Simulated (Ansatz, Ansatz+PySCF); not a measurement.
```json
{"atom": "Cl", "x (Å)": "0.0000", "y (Å)": "0.0000", "z (Å)": "-2.1930"}
{"atom": "Mg", "x (Å)": "0.0000", "y (Å)": "0.0000", "z (Å)": "0.0000"}
{"atom": "Cl", "x (Å)": "0.0000", "y (Å)": "0.0000", "z (Å)": "2.1930"}
```

Basis set: def2-SVP (spherical functions). Correlated methods keep 11 orbitals frozen. Charge 0, multiplicity 1.

Computed with Ansatz (development build ahead of 0.2.0); each method stands on the lowest determinant of its kind that the runs found. Restricted open shells among the atoms or ions are ROHF, correlated in semicanonical orbitals with singles. Restricted functionals stand beside restricted open-shell atoms, which can lie above the unrestricted atoms usual in DFT and then raise those values.

Problem. Give the atomization energy at this shape (free ground-state atoms in the same class of orbitals less the molecule, no zero-point energy) of singlet MgCl₂ by ωB97X (restricted), ωB97X (unrestricted), r²SCAN (restricted), r²SCAN (unrestricted), PBE0 (unrestricted), PBE0 (restricted), PBE (restricted), PBE (unrestricted), RHF-CCSD(T), RHF-CCSD, RHF-MP2, UHF-MP2, RHF, UHF.

Solution.

| method | atomization energy |
| --- | --- |
| ωB97X (restricted) | 191.61 kcal/mol |
| ωB97X (unrestricted) | 189.89 kcal/mol |
| r²SCAN (restricted) | 197.72 kcal/mol |
| r²SCAN (unrestricted) | 195.21 kcal/mol |
| PBE0 (unrestricted) | 186.99 kcal/mol |
| PBE0 (restricted) | 188.86 kcal/mol |
| PBE (restricted) | 189.89 kcal/mol |
| PBE (unrestricted) | 188.61 kcal/mol |
| RHF-CCSD(T) | 173.52 kcal/mol |
| RHF-CCSD | 171.48 kcal/mol |
| RHF-MP2 | 183.50 kcal/mol |
| UHF-MP2 | 184.21 kcal/mol |
| RHF | 157.83 kcal/mol |
| UHF | 152.94 kcal/mol |
